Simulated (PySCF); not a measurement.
ClIMg (SMILES [Cl][Mg][I]), singlet, at a GFN2-xTB geometry (such geometries of metal compounds can be far from the true shape) (core potentials on I); PBE0/def2-SVP (PySCF).

Input for PySCF:
```python
from pyscf import gto, scf, dft

mol = gto.M(
    atom='''
Mg    1.027279    0.144117   -0.709919
Cl    2.164604    1.006191   -2.290283
I    -0.926898   -0.355371    0.895355
''',
    basis='def2-svp',
    ecp={'I': 'def2-svp'},
    charge=0,
    spin=0,
    verbose=4,
)

mf = dft.RKS(mol)
mf.xc = 'pbe0'
mf.kernel()
```

What the program printed (banner, timings and long lists left out):

```
PySCF version 2.14.0

[INPUT] verbose = 4
[INPUT] num. atoms = 3
[INPUT] num. electrons = 54
[INPUT] charge = 0
[INPUT] spin (= nelec alpha-beta = 2S) = 0
[INPUT] symmetry False subgroup None
[INPUT] Mole.unit = angstrom
[INPUT] Symbol           X                Y                Z      unit          X                Y                Z       unit  Magmom
[INPUT]  1 Mg     1.027279000000   0.144117000000  -0.709919000000 AA    1.941275963517   0.272341659894  -1.341552480625 Bohr   0.0
[INPUT]  2 Cl     2.164604000000   1.006191000000  -2.290283000000 AA    4.090508728138   1.901425419002  -4.328007617747 Bohr   0.0
[INPUT]  3 I     -0.926898000000  -0.355371000000   0.895355000000 AA   -1.751583365407  -0.671553862613   1.691975734260 Bohr   0.0

nuclear repulsion = 160.716988467776
number of shells = 26
number of NR pGTOs = 133
number of NR cGTOs = 62
basis = def2-svp
ecp = {'I': 'def2-svp'}

******** <class 'pyscf.dft.rks.RKS'> ********
method = RKS
initial guess = minao
damping factor = 0
level_shift factor = 0
DIIS = <class 'pyscf.scf.diis.CDIIS'>
diis_start_cycle = 1
diis_space = 8
diis_damp = 0
SCF conv_tol = 1e-09
SCF conv_tol_grad = None
SCF max_cycles = 50
direct_scf = True
direct_scf_tol = 1e-13
XC library pyscf.dft.libxc version 7.1.2
    S. Lehtola, C. Steigemann, M. J. T. Oliveira, and M. A. L. Marques,  SoftwareX 7, 1–5 (2018)
XC functionals = pbe0
    C. Adamo and V. Barone,  J. Chem. Phys. 110, 6158 (1999)
    M. Ernzerhof and G. E. Scuseria,  J. Chem. Phys. 110, 5029 (1999)
radial grids:
    Treutler-Ahlrichs [JCP 102, 346 (1995); DOI:10.1063/1.469408] (M4) radial grids

becke partition: Becke, JCP 88, 2547 (1988); DOI:10.1063/1.454033
pruning grids: <function nwchem_prune>
grids dens level: 3
symmetrized grids: False
atomic radii adjust function: <function treutler_atomic_radii_adjust>
small_rho_cutoff = 0
Set gradient conv threshold to 3.16228e-05
Initial guess from minao.
tot grids = 59424
init E= -926.49802209152
  HOMO = -0.586995655389915  LUMO = -0.542122593280277  gap/eV = 1.22106
cycle= 1 E= -956.155083570327  delta_E= -29.7  |g|= 2.88  |ddm|= 8.71
  HOMO = -0.0462698915521245  LUMO = 0.00200883393963658  gap/eV = 1.31373
cycle= 2 E= -953.232000966856  delta_E= 2.92  |g|= 3.07  |ddm|=  8.1
  HOMO = -0.125572064160648  LUMO = -0.0688292201512581  gap/eV = 1.54405
cycle= 3 E= -957.337149696872  delta_E= -4.11  |g|= 0.818  |ddm|= 5.29
  HOMO = -0.270328320138399  LUMO = -0.100645864793762  gap/eV = 4.61729
cycle= 4 E= -957.632404710118  delta_E= -0.295  |g|= 0.326  |ddm|= 2.04
  HOMO = -0.259681902428276  LUMO = -0.0770392735251448  gap/eV = 4.96996
cycle= 5 E= -957.662906608214  delta_E= -0.0305  |g|= 0.0947  |ddm|= 0.466
  HOMO = -0.279162704693941  LUMO = -0.0764619197701322  gap/eV = 5.51577
cycle= 6 E= -957.665679053216  delta_E= -0.00277  |g|= 0.0248  |ddm|= 0.174
  HOMO = -0.283794933425688  LUMO = -0.0766447626937676  gap/eV = 5.63684
cycle= 7 E= -957.665878026164  delta_E= -0.000199  |g|= 0.00882  |ddm|= 0.048
  HOMO = -0.283785425488535  LUMO = -0.0753574274248692  gap/eV = 5.67161
cycle= 8 E= -957.665907796217  delta_E= -2.98e-05  |g|= 0.00167  |ddm|= 0.0182
  HOMO = -0.283402991740967  LUMO = -0.0754382850785831  gap/eV = 5.65901
cycle= 9 E= -957.665909038222  delta_E= -1.24e-06  |g|= 0.000329  |ddm|= 0.0034
  HOMO = -0.283358053437387  LUMO = -0.075444451292249  gap/eV = 5.65762
cycle= 10 E= -957.665909070529  delta_E= -3.23e-08  |g|= 4.07e-05  |ddm|= 0.000419
  HOMO = -0.283356042947545  LUMO = -0.0754396665491299  gap/eV = 5.65769
cycle= 11 E= -957.665909071409  delta_E= -8.8e-10  |g|= 7.07e-06  |ddm|= 9.66e-05
  HOMO = -0.28335584022339  LUMO = -0.0754404891134115  gap/eV = 5.65766
Extra cycle  E= -957.66590907141  delta_E= -1.36e-12  |g|= 7.38e-06  |ddm|= 2.68e-05
converged SCF energy = -957.66590907141
```
